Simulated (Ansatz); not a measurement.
C2H6N (SMILES [CH2]CN), doublet, at a GFN2-xTB geometry; CAM-B3LYP/pcseg-1 run with Ansatz (a first-principles code).

The Ansatz input:
Ansatz 0.2 input:
```yaml
crystal:
  periodic: [false, false, false]
  atoms:
    - {symbol: C, position_ang: [1.23751548, 0.19939039, -0.32137329]}
    - {symbol: C, position_ang: [0.07136146, -0.37561144, 0.36478766]}
    - {symbol: N, position_ang: [-1.18022466, 0.14452210, -0.15164343]}
    - {symbol: H, position_ang: [2.22429519, -0.11624055, -0.04925947]}
    - {symbol: H, position_ang: [1.10520449, 0.90202772, -1.11776832]}
    - {symbol: H, position_ang: [0.18451177, -0.22258751, 1.46245244]}
    - {symbol: H, position_ang: [0.04976662, -1.47072103, 0.22913017]}
    - {symbol: H, position_ang: [-1.18951019, 1.15734169, -0.10872921]}
    - {symbol: H, position_ang: [-1.96595694, -0.20414861, 0.38519221]}
basis:
  gaussian:
    orbitals: pcseg-1.json
    final_grid: {core_spheres: 10, valence_spheres: 20, degree: 41}
hamiltonian:
  xc: cam_b3lyp
magnetization: {spin_polarized: true, initial_magnetization: 1}
```
The basis file holds pcseg-1 in the JSON format of the Basis Set Exchange.

What the program printed (banner, timings and long lists left out):

```
Functional definition: CAM-B3LYP
837 factors; their error is unknown
224 factors; integrals over basis functions are off by at most 1.5e-5 eV
mean field evaluation 1: about -3651.9063 eV, gradient 3.4e1 eV
mean field evaluation 2: about -3652.3751 eV, gradient 3.4e1 eV
mean field evaluation 4: about -3657.2106 eV, gradient 1.2e0 eV
mean field evaluation 8: about -3657.1843 eV, gradient 2.6e-1 eV
mean field evaluation 16: about -3657.1847 eV, gradient 5.9e-5 eV
mean field -3657.18471516 eV, -134.3990593533 hartree, gradient 5.9e-5 eV, S^2 0.753651; 0 other end points of the search recorded, 0 dependent functions left out
reference -3657.18482245 eV, -134.3990632960 hartree; 13, 12 occupied and 59, 60 virtual orbitals, 837 factors
Total energy: -3657.18482245 eV, -134.3990632960 hartree
```
